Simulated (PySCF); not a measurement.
# Correlation energy of Mn¹⁰⁺ (manganese, charge +10)

[Ne] 3s2 3p3, high-spin 4S determinant. Calculation: PySCF 2.14, in an even-tempered Gaussian basis (19 s from 0.59 bohr⁻², ratio 2.5; 12 p from 0.76 bohr⁻², ratio 2.5; 5 d from 4.4 bohr⁻², ratio 2.7; 4 f from 6.6 bohr⁻², ratio 2.7); the spin-free X2C one-electron Hamiltonian (Gaussian nucleus). Frozen: 1s2; 13 electrons correlated; the 22 highest virtual orbitals of each spin left out.

| level | correlation energy (mhartree) |
| --- | --- |
| CCSD | -471.27 |
| (T) | -2.76 |
| CCSD(T) | -474.03 |

Diagnostics: T1 = 0.0016, D1 = 0.0051, largest double amplitude 0.040.

Problem. Is a single reference adequate?

Solution. Yes, within this model without spin-orbit coupling: T1 lies below 0.03 and no double amplitude reaches 0.07.
